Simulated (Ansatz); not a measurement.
C2H7BSe, SMILES `BC(C)[SeH]`, relaxed with RKS PBE0-D4/def2-TZVP in Ansatz 0.2.0 from a PBE-D4/def2-SVP geometry. The force threshold is 0.005 eV/Å; the program also tests the step.

Charge 0, multiplicity 1.

Start:

```xyz
11

B    -0.789    0.117   -1.436
C    -0.257    0.176    0.024
C     0.818   -0.815    0.469
Se    0.066    2.036    0.632
H    -1.435    1.036   -1.903
H    -0.654   -0.909   -2.080
H    -1.252   -0.099    0.484
H     1.803   -0.537    0.045
H     0.571   -1.839    0.120
H     0.929   -0.847    1.572
H     0.199    1.681    2.072
```

**Question.** How much energy does the relaxation release, and in how many steps? (An estimate is asked.)

**Answer.** The calculation gave: 4.48 kJ/mol, in 13 steps, 2 of them rejected.

**Question.** Which bonds change most? (Estimate.)

**Answer.** Ansatz gave: C2–H7 from 1.130 to 1.107 Å; B1–H5 from 1.217 to 1.196 Å; B1–H6 from 1.219 to 1.198 Å; C2–Se4 from 1.983 to 1.965 Å.

**Question.** Give the relaxed structure. (An estimate is asked.)

**Answer.** The calculation gave: 
```xyz
11

B    -0.775    0.117   -1.429
C    -0.307    0.154    0.049
C     0.792   -0.806    0.466
Se    0.021    2.004    0.621
H    -1.388    1.026   -1.904
H    -0.587   -0.871   -2.080
H    -1.258   -0.128    0.542
H     1.747   -0.517    0.022
H     0.556   -1.821    0.131
H     0.925   -0.829    1.550
H     0.274    1.670    2.031
```
